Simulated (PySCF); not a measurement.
# Computed records: AlClGeH₃O

All values are calculated (PySCF 2.14.0). Calculation on a computer-drawn molecule: the log of a Hartree-Fock and frozen-core CCSD(T) single point meant for a local Hartree-Fock minimum, with one planted fault or none, to be diagnosed. Offsets are logged minus clean, where the clean run is the same molecule without the fault. The reference is restricted for singlets and unrestricted otherwise, and also for a bond in bohr or an excited solution. Adding or removing an electron swaps singlet and doublet. The excited solution moves the top pair (singlet) or top alpha electron (doublet) to the lowest empty orbital. Highest occupied and lowest empty are orbital energies over both spins, largest force is the largest gradient component, triples share is (T) over the correlation energy, the T1 limit is 0.02 restricted and 0.045 unrestricted, electrons count all cores, a negative frequency is imaginary (commonest isotopes), and the dipole is about the centre of nuclear charge; on germanium a core potential holds 10 electrons, which the energies leave out, and 3d is frozen in MP2 and coupled-cluster steps.

```json
{"formula": "AlClGeH3O", "logged_structure": {"atoms_angstrom": [["Al", -1.469, 0.5495, 2.6153], ["O", -1.3277, 1.8512, 1.5431], ["Ge", -0.5471, 3.0208, 0.5099], ["Cl", 0.9516, 1.9343, -0.6568], ["H", -0.3455, 0.3305, 3.6955], ["H", -2.7455, -0.3614, 2.5035], ["H", -1.5785, 3.583, -0.4865]]}, "given": {"meant_charge": 0, "meant_multiplicity": 2, "meant_basis": "cc-pV(D+d)Z", "meant_basis_and_core_potential_on_germanium": "cc-pVDZ-PP ECP10MDF", "logged_electrons": 73, "logged_basis_functions": 98, "logged_SCF_converged": "yes", "logged_spin_squared": 0.7578, "logged_highest_occupied [eV]": -9.5916, "logged_lowest_empty [eV]": 0.52048, "logged_largest_force [hartree/bohr]": 8.4956e-06, "logged_lowest_frequency [cm^-1]": 37.651, "logged_T1_diagnostic": 0.016199, "logged_D1_diagnostic": 0.065854, "logged_triples_share": 0.023766, "logged_CC_converged": "yes", "logged_dipole_magnitude [debye]": 2.1715, "logged_SCF_stable_within_its_kind": "yes", "logged_energy_HF [hartree]": -1071.50172, "logged_energy_CCSD(T) [hartree]": -1072.01355, "possible_faults": "no fault, one electron removed, one electron added, multiplicity raised by two, geometry at a saddle point, SCF held on an excited solution, minimal basis STO-3G, one bond length entered in bohr, all coordinates scaled", "drawn_bonds_atom": [1, 2, 3, 1, 1, 3], "drawn_bonds_other_atom": [2, 3, 4, 5, 6, 7], "drawn_bonds_order": [1, 1, 1, 1, 1, 1]}, "results": {"planted_fault": null}}
```

To be estimated
1. Which fault was planted in the run of AlClGeH₃O?

## Answers
1. no fault

Further results for AlClGeH₃O:

* HF energy offset from clean run: 0 kcal/mol
* CCSD(T) energy offset from clean run: 0 kcal/mol
